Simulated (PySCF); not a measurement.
**Two-component Hartree-Fock for Pr⁴¹⁺ (praseodymium, charge +41)**

Start: [Ar]. Calculated with PySCF 2.14 in an even-tempered Gaussian basis (18 s from 3.1 bohr⁻², ratio 2.6; 14 p from 4 bohr⁻², ratio 2.6; 5 d from 4.1 bohr⁻², ratio 2.8; 3 f from 68 bohr⁻², ratio 2.8): generalised Hartree-Fock with the X2C-1e Hamiltonian and a Gaussian nucleus; spin-orbit coupling (SO) screened by Boettger's factors.

```tsv
spinor shell	electrons	ε, screened SO (eV)	weight of nominal j (screened SO)	rms radius, screened SO (bohr)
1s1/2	2	-44605.5	1.000	0.0275
2s1/2	2	-9238.6	1.000	0.110
2p1/2	2	-8865.6	1.000	0.0944
2p3/2	4	-8370.8	1.000	0.100
3s1/2	2	-3503.0	1.000	0.268
3p1/2	2	-3350.5	1.000	0.257
```

**Question.** Where does 3p3/2 lie, and what is the 3p spin-orbit splitting (screened SO)?

**Answer.** At -3229.6 eV, 120.85 eV above 3p1/2.

```
   quantity  screened SO
E (hartree)  -7812.66149
        M_J            0
       ⟨J²⟩        0.000
       ⟨L²⟩        0.020
       ⟨S²⟩        0.020
```

Breit and QED terms are absent; they matter most for the inner s and p1/2 levels.

Densities and radii are taken from the X2C orbitals without a picture-change correction, which distorts them close to the nucleus.
